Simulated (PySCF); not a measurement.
CH4FGaO2, SMILES C[O][Ga]([OH])[F]. Atoms are numbered in the order given.

```xyz
9

Ga     0.0500     0.2980     0.1876
F      0.9432     1.7891     0.3190
O     -1.1787    -0.0940     1.3988
H     -1.2691     0.5814     2.0799
O      0.4132    -0.7696    -1.1607
C     -0.2358    -1.9958    -1.3822
H     -0.7440    -1.9812    -2.3618
H      0.5051    -2.8136    -1.4015
H     -0.9906    -2.2423    -0.6141
```
Charge 0, spin multiplicity 1.

Coordinates come from a PBE0-D3(BJ)/def2-SVP optimisation. The structure was generated by enumeration; whether it is a known compound was not checked. One conformer was computed; it need not be the lowest.

These are TDA-PBE/def2-SVPD (PySCF) values and carry that method's errors.

Vertical excitations. Isolated molecule, no solvent.

```json
[
 {"state": "S1", "energy (eV)": "4.57", "λ (nm)": "272", "f": "0.005", "main pairs": "HOMO→LUMO 100 %"},
 {"state": "S2", "energy (eV)": "5.17", "λ (nm)": "240", "f": "0.025", "main pairs": "HOMO−1→LUMO 93 %"},
 {"state": "S3", "energy (eV)": "5.79", "λ (nm)": "214", "f": "0.027", "main pairs": "HOMO−2→LUMO 99 %"},
 {"state": "S4", "energy (eV)": "6.47", "λ (nm)": "192", "f": "0.003", "main pairs": "HOMO−1→LUMO+1 99 %"},
 {"state": "S5", "energy (eV)": "6.49", "λ (nm)": "191", "f": "0.075", "main pairs": "HOMO→LUMO+1 48 %, HOMO−3→LUMO 40 %"},
 {"state": "S6", "energy (eV)": "6.54", "λ (nm)": "190", "f": "0.076", "main pairs": "HOMO−3→LUMO 46 %, HOMO→LUMO+1 38 %, HOMO−2→LUMO+1 8 %"},
 {"state": "S7", "energy (eV)": "6.97", "λ (nm)": "178", "f": "0.011", "main pairs": "HOMO→LUMO+2 97 %"},
 {"state": "S8", "energy (eV)": "7.07", "λ (nm)": "175", "f": "0.049", "main pairs": "HOMO−4→LUMO 90 %"},
 {"state": "S9", "energy (eV)": "7.17", "λ (nm)": "173", "f": "0.052", "main pairs": "HOMO−5→LUMO 88 %"},
 {"state": "S10", "energy (eV)": "7.23", "λ (nm)": "172", "f": "0.000", "main pairs": "HOMO→LUMO+3 92 %"},
 {"state": "T1", "energy (eV)": "4.29", "λ (nm)": "289", "f": "0", "main pairs": "HOMO→LUMO 100 %"},
 {"state": "T2", "energy (eV)": "4.74", "λ (nm)": "262", "f": "0", "main pairs": "HOMO−1→LUMO 99 %"},
 {"state": "T3", "energy (eV)": "5.37", "λ (nm)": "231", "f": "0", "main pairs": "HOMO−2→LUMO 99 %"},
 {"state": "T4", "energy (eV)": "5.65", "λ (nm)": "219", "f": "0", "main pairs": "HOMO→LUMO+1 99 %"}
]
```
Triplets are in the Tamm–Dancoff approximation.
